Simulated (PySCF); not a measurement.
# Where the electron goes

C7H14GeS.
Structure used (PBE0-D3(BJ)/def2-SVP), in Å, numbered top down from 1:
```xyz
23
C7H14GeS angstrom
C      3.4744    0.0215    0.5032
C      2.0356   -0.3639    0.5970
S      1.5286   -1.6562    1.4516
Ge     0.7026    0.7441   -0.3566
C     -0.6960    1.3414    0.8790
C     -1.7365    0.2447    1.1154
C     -2.3364   -0.3507   -0.1594
C     -1.3609   -1.1676   -1.0081
C     -0.2564   -0.3451   -1.6750
H      3.6151    1.0398    0.9073
H      3.7848    0.0779   -0.5550
H      4.1241   -0.6816    1.0448
H      1.4475    1.9336   -1.0135
H     -1.1670    2.2276    0.4192
H     -0.2471    1.6759    1.8271
H     -1.2769   -0.5696    1.7015
H     -2.5514    0.6511    1.7393
H     -2.7743    0.4579   -0.7755
H     -3.1793   -1.0018    0.1241
H     -0.9021   -1.9434   -0.3705
H     -1.9277   -1.7066   -1.7869
H     -0.6885    0.3542   -2.4122
H      0.4476   -0.9898   -2.2234
```

The calculation used TDDFT PBE0/def2-SVPD, vertical, gas phase, core orbitals frozen in the response in PySCF. Relativistic effects, spin–orbit coupling among them, are left out although an element past zinc is present.

Kohn–Sham orbitals with the atoms that hold most of them (Löwdin shares over 4%, at most four atoms; ? is withheld):

| orbital | ε (eV) | atoms |
| --- | --- | --- |
| HOMO-3 | -8.50 | S3 41%, C2 28%, C1 8% |
| HOMO-2 | -8.31 | Ge4 18%, C5 13%, C9 13%, H13 12% |
| HOMO-1 | -7.54 | ? |
| HOMO | -6.08 | S3 65%, C2 15%, Ge4 6%, C1 5% |
| LUMO | ? | ? |
| LUMO+1 | 0.44 | Ge4 22%, C1 9%, S3 9%, H13 6% |
| LUMO+2 | 0.89 | Ge4 20%, S3 11%, H13 9%, C5 8% |

Question: Which atoms hold the HOMO-1, and with what shares?

Answer: C5 (bonded to C, Ge and 2 H) 18%; C9 (bonded to C, Ge and 2 H) 18%; Ge4 (bonded to 3 C and H) 15%; S3 (bonded to C) 9%. By element: carbon 35% or more, germanium 15%, sulfur 9%.

Question: Give the leading atoms of the LUMO.

Answer: C2 (bonded to C, Ge and S) 40%; S3 (bonded to C) 40%; C1 (bonded to C and 3 H) 6%. By element: carbon 47% or more, sulfur 40%.

Question: What is the LUMO energy, and the HOMO–LUMO gap?

Answer: ε(LUMO) = -2.22 eV; the gap is 3.86 eV (0.1419 hartree).

Question: The HOMO–LUMO gap is 3.86 eV. Where does the response calculation put the lowest singlet, and from which orbitals?

Answer: S1 is at 2.15 eV (f = 0.0000), 1.72 eV below the gap, made of HOMO→LUMO (100%). 

Question: One configuration dominates each of S1, S2, S3 and S5. Which, and how do the shares of the two leading atoms of either orbital change from the occupied to the empty one?

Answer: 
- S1 (2.15 eV, f 0.0000), HOMO→LUMO (100%): S3 65% → 40%, C2 15% → 40%; low, almost dark, from the terminal sulfur into the C=S bond, the pattern of n→π*
- S2 (4.45 eV, f 0.064), HOMO-1→LUMO (98%): C5 18% → at most 4%, C9 18% → at most 4%, C2 at most 10% → 40%, S3 9% → 40%
- S3 (4.98 eV, f 0.0089), HOMO-2→LUMO (86%): Ge4 18% → at most 4%, C5 13% → at most 4%, C2 at most 12% → 40%, S3 at most 12% → 40%
- S5 (5.59 eV, f 0.051), HOMO→LUMO+1 (90%): S3 65% → 9%, C2 15% → at most 7%, Ge4 6% → 22%, C1 5% → 9%

One conformer stands for the species.
